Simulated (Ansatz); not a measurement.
Ansatz (a program for electronic structure) input (CCSD(T)/cc-pV(T+d)Z):
A basis named .json is the Basis Set Exchange file of that set.

Ansatz 0.2 input:
```yaml
crystal:
  periodic: [false, false, false]
  atoms:
    - {symbol: C, position_ang: [-2.21653888, -0.07656247, -0.05631835]}
    - {symbol: C, position_ang: [-0.73395441, -0.15614238, 0.10388420]}
    - {symbol: C, position_ang: [-0.00797173, -0.97803240, 0.91582098]}
    - {symbol: C, position_ang: [1.41478801, -0.79456615, 0.82612956]}
    - {symbol: C, position_ang: [1.68639938, 0.17654419, -0.06797626]}
    - {symbol: S, position_ang: [0.33071720, 0.88891058, -0.81368150]}
    - {symbol: H, position_ang: [-2.60284328, 0.91101247, 0.20531910]}
    - {symbol: H, position_ang: [-2.69087305, -0.80689452, 0.60050035]}
    - {symbol: H, position_ang: [-2.52857337, -0.29345511, -1.08032108]}
    - {symbol: H, position_ang: [-0.46832377, -1.70586370, 1.57110457]}
    - {symbol: H, position_ang: [2.14280402, -1.35481308, 1.39306031]}
basis:
  gaussian:
    orbitals: cc-pV_T+d_Z.json
magnetization: {spin_polarized: true, initial_magnetization: 1}
correlation: {method: ccsd_t, electrons: outside_noble_gas}
```

Output:

```
Functional definition: HF
integrals: 2.92 GiB planned
1499 factors; integrals over basis functions are off by at most 1.0e-3 eV
mean field: 1.40 GiB planned
mean field evaluation 1: about -16044.0736 eV, gradient 2.6e1 eV
mean field evaluation 2: about -16044.0813 eV, gradient 2.6e1 eV
mean field evaluation 4: about -16048.3835 eV, gradient 4.7e0 eV
mean field evaluation 8: about -16048.6530 eV, gradient 6.3e-1 eV
mean field evaluation 16: about -16048.7855 eV, gradient 2.2e-2 eV
mean field evaluation 32: about -16048.7789 eV, gradient 2.0e-1 eV
mean field evaluation 64: about -16046.9111 eV, gradient 9.2e0 eV
mean field evaluation 96: about -16047.5291 eV, gradient 8.1e-4 eV
mean field evaluation 128: about -16047.4733 eV, gradient 7.8e-1 eV
mean field evaluation 160: about -16047.5002 eV, gradient 5.5e-1 eV
mean field evaluation 192: about -16043.9480 eV, gradient 1.8e1 eV
mean field evaluation 224: about -16047.5290 eV, gradient 3.9e-2 eV
mean field evaluation 256: about -16048.6183 eV, gradient 5.7e-1 eV
mean field evaluation 288: about -16042.8011 eV, gradient 4.1e-4 eV
mean field evaluation 320: about -16045.0320 eV, gradient 5.0e-3 eV
mean field -16048.78556099 eV, -589.7819911089 hartree, gradient 3.2e-6 eV, S^2 1.139453; 8 other end points of the search recorded, 0 dependent functions left out
determinant -16048.78556099 eV, -589.7819911089 hartree, with singles and doubles -16075.59867828 eV, -590.7673549946 hartree
determinant -16047.52908887 eV, -589.7358166102 hartree, with singles and doubles -16074.32999376 eV, -590.7207316985 hartree
determinant -16046.03436012 eV, -589.6808863415 hartree, with singles and doubles -16073.18713042 eV, -590.6787322453 hartree
10 core orbitals not correlated
reference -16048.78556099 eV, -589.7819911089 hartree; 16, 15 occupied and 233, 234 virtual orbitals, 1499 factors
second order -25.02952960 eV of doubles, -0.00000000 eV of singles
coupled cluster: 4.99 GiB planned
cycle   1  -26.48777827 eV  change    -1.9e0 eV  update   3.2e-2
cycle   2  -26.56140867 eV  change   -7.4e-2 eV  update   8.4e-3
cycle   3  -26.55884737 eV  change    2.6e-3 eV  update   4.7e-3
cycle   4  -26.56828748 eV  change   -9.4e-3 eV  update   2.8e-3
cycle   5  -26.57447300 eV  change   -6.2e-3 eV  update   1.5e-3
cycle   6  -26.57699131 eV  change   -2.5e-3 eV  update   5.7e-4
cycle   7  -26.57800124 eV  change   -1.0e-3 eV  update   1.9e-4
cycle   8  -26.57820510 eV  change   -2.0e-4 eV  update   9.0e-5
cycle   9  -26.57823022 eV  change   -2.5e-5 eV  update   4.2e-5
cycle  10  -26.57820076 eV  change    2.9e-5 eV  update   1.9e-5
coupled cluster: 5.06 GiB planned
perturbative correction -1.44396655 eV, -0.0530647918 hartree
Total energy: -16076.80772830 eV, -590.8117867633 hartree
```

It need not be the lowest isomer of its formula.

The determinant is spin-contaminated: <S^2> is 1.14 against 0.75 for a pure state.
